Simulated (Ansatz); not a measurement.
Coupled-cluster run, C$_{3}$H$_{10}$BN.

```yaml
crystal:
  periodic: [false, false, false]
  atoms:
    - {symbol: B, position_ang: [0.351434, 1.292512, -0.798992]}
    - {symbol: C, position_ang: [0.156274, -0.020107, 0.041793]}
    - {symbol: C, position_ang: [0.101349, 0.013366, 1.544496]}
    - {symbol: C, position_ang: [0.478590, -1.372640, -0.531817]}
    - {symbol: N, position_ang: [-1.077250, 0.577007, -0.580942]}
    - {symbol: H, position_ang: [0.739323, 1.202296, -1.931579]}
    - {symbol: H, position_ang: [0.428880, 2.342948, -0.222856]}
    - {symbol: H, position_ang: [-0.191505, 1.000235, 1.910849]}
    - {symbol: H, position_ang: [1.094921, -0.194356, 1.948400]}
    - {symbol: H, position_ang: [-0.587343, -0.736858, 1.954471]}
    - {symbol: H, position_ang: [1.492957, -1.656899, -0.242454]}
    - {symbol: H, position_ang: [-0.201718, -2.153823, -0.168290]}
    - {symbol: H, position_ang: [0.450810, -1.359408, -1.624036]}
    - {symbol: H, position_ang: [-1.503829, 0.046433, -1.325461]}
    - {symbol: H, position_ang: [-1.754790, 0.968492, 0.055819]}
basis:
  gaussian: {orbitals: def2-TZVPP}
correlation: {method: ccsd_t}
```

```sh
$ ansatz run in.yaml --threads 4 --pin off --events-out ev --progress --plain --max-ram 10444MiB
```

Log, shortened:

```
Functional definition: HF
1704 factors; integrals over basis functions are off by at most 1.3e-3 eV
mean field evaluation 1: about -5399.9928 eV, gradient 4.0e1 eV
mean field evaluation 2: about -5400.2108 eV, gradient 4.0e1 eV
mean field evaluation 4: about -5404.6738 eV, gradient 4.7e0 eV
mean field evaluation 8: about -5404.7458 eV, gradient 2.1e-1 eV
mean field -5404.74598083 eV, -198.6207513273 hartree, gradient 2.7e-6 eV, S^2 0.000000; 0 other end points of the search recorded, 0 dependent functions left out
5 core orbitals not correlated: weight in the atoms' cores, before any rotation towards them, 1.000 or more for the frozen orbitals, at most 0.000 for the correlated occupied ones
reference -5404.74598083 eV, -198.6207513273 hartree; 15, 15 occupied and 275, 275 virtual orbitals, 1704 factors
second order -23.43789370 eV of doubles, -0.00000000 eV of singles
cycle   1  -24.15531598 eV  change   -7.2e-1 eV  update   9.3e-2
cycle   2  -24.73190999 eV  change   -5.8e-1 eV  update   2.6e-2
cycle   3  -24.81621204 eV  change   -8.4e-2 eV  update   1.0e-2
cycle   4  -24.81193414 eV  change    4.3e-3 eV  update   2.4e-3
cycle   5  -24.81255159 eV  change   -6.2e-4 eV  update   9.5e-4
cycle   6  -24.81261549 eV  change   -6.4e-5 eV  update   2.8e-4
cycle   7  -24.81248654 eV  change    1.3e-4 eV  update   9.4e-5
cycle   8  -24.81248491 eV  change    1.6e-6 eV  update   3.3e-5
perturbative correction -0.98339729 eV, -0.0361391839 hartree
Total energy: -5430.54186304 eV, -199.5687325131 hartree
```

Run time 13 min (4 threads of an Arm Neoverse V1 on a shared host); peak host memory 3.8 GiB.

Correlation energy per correlated electron: -0.860 eV. T1 diagnostic: 0.0094.
